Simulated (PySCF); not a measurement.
## The 30-electron isoelectronic series, spin-free X2C

All values are computed (PySCF 2.14, energy differences of UHF-based or UKS calculations, no spin-orbit coupling). Each ion has its own even-tempered basis scaled to its charge (21s15p10d6f5g for the first); frozen: nothing. Ionisation energies in eV.

```
  ion       configuration     UHF  MP2 (outer shells)  NIST (with spin-orbit, Breit and QED)
 Kr⁶⁺  [Ar] 3d10 4s2 (1S)  106.98                 n/a                      109.13 ± 0.05 (t)
Zr¹⁰⁺  [Ar] 3d10 4s2 (1S)  212.67                 n/a                        214.9 ± 0.4 (s)
Ru¹⁴⁺  [Ar] 3d10 4s2 (1S)  348.21              350.65                            348 ± 3 (t)
Rh¹⁵⁺  [Ar] 3d10 4s2 (1S)  386.73              389.21                        389.3 ± 0.5 (t)
Te²²⁺  [Ar] 3d10 4s2 (1S)  708.45              711.13                            709 ± 4 (t)
Ce²⁸⁺  [Ar] 3d10 4s2 (1S)  1058.2              1061.0                           1060 ± 4 (t)
Eu³³⁺  [Ar] 3d10 4s2 (1S)  1403.8              1406.7                           1406 ± 5 (t)
Ho³⁷⁺  [Ar] 3d10 4s2 (1S)  1717.1              1720.0                           1719 ± 4 (t)
Er³⁸⁺  [Ar] 3d10 4s2 (1S)  1800.6              1803.5                           1803 ± 4 (t)
```

Interpolate the row of Sm³²⁺.

configuration [Ar] 3d10 4s2 (1S); UHF 1330.7; MP2 (outer shells) 1333.6; NIST (with spin-orbit, Breit and QED) 1332 ± 4 (t).

Each ion has its own basis, which adds noise of up to about 0.1 % along the series.

NIST values marked (s) are semi-empirical, (t) theoretical. Open shells are high-spin determinants of the terms that Hund's rules give.
